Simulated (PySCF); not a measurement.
**Correlation energy of I³⁺ (iodine, charge +3)**

[Kr] 4d10 5s2 5p2, high-spin 3P determinant. Computed with PySCF 2.14 in aug-cc-pVQZ-PP with ECP28MDF, with a scalar-relativistic core potential. Frozen: 4s2 4p6 4d10; 4 electrons correlated.

```
  level  correlation energy (mhartree)
   CCSD                         -66.39
    (T)                          -1.39
CCSD(T)                         -67.78
```

Diagnostics: T1 = 0.0058, D1 = 0.0150, largest double amplitude 0.088.

Cost of the coupled-cluster step: of the order of 9 core-seconds, for 4 correlated electrons.
